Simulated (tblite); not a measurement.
The geometries are computed with GFN2-xTB (gas phase). One conformer each, none proved a minimum here. Atom numbers follow the mapped SMILES.

**Question.** Order the C–C distances, shortest first.
A. C4–C6 in `[CH3:1][C:2](=[O:3])[C@@H:4]1[CH2:5][C@@:6]1([SiH3:7])[CH:8]=[O:9]` with C1–C2–C4–C5 -129°, C5–C6–C8–O9 46°
B. C4–C5 in `[N:1]#[C:2][SiH2:3][C:4]1=[CH:5][CH2:6][O:7][C:8]1=[O:9]` with C2–Si3–C4–C5 0°
C. C8–C9 in `[CH2:1]=[CH:2][C@@:3]1([C:4](=[O:5])[OH:6])[SiH2:7][C@H:8]1[CH3:9]` with C1–C2–C3–C4 -56°, C2–C3–C4–O5 -175°, C3–C4–O6–H 179°
D. C5–C6 in `[F:1][C:2]1=[C:3]([F:4])[CH2:5][CH2:6]1`

**Answer.** B (1.334 Å), C (1.511 Å), A (1.528 Å), D (1.554 Å).

- 1.334 Å: drawn double, fully substituted alkene carbon to alkene CH carbon, in a 5-membered ring
- 1.511 Å: drawn single, sp3 carbon bound to silicon to methyl carbon
- 1.528 Å: drawn single, sp3 carbon next to a carbonyl to sp3 carbon bound to silicon, in a 3-membered ring
- 1.554 Å: drawn single, both ends allylic carbon, in a 4-membered ring

**Question.** Order these C–C–Si angles, narrowest first.
A. Si3–C4–C5 in `[N:1]#[C:2][SiH2:3][C:4]1=[CH:5][CH2:6][O:7][C:8]1=[O:9]` with C2–Si3–C4–C5 0°
B. C4–C6–Si7 in `[CH3:1][C:2](=[O:3])[C@@H:4]1[CH2:5][C@@:6]1([SiH3:7])[CH:8]=[O:9]` with C1–C2–C4–C5 -129°, C5–C6–C8–O9 46°
C. C2–C3–Si7 in `[CH2:1]=[CH:2][C@@:3]1([C:4](=[O:5])[OH:6])[SiH2:7][C@H:8]1[CH3:9]` with C1–C2–C3–C4 -56°, C2–C3–C4–O5 -175°, C3–C4–O6–H 179°

**Answer.** B (117.9°), C (122.3°), A (133.7°).
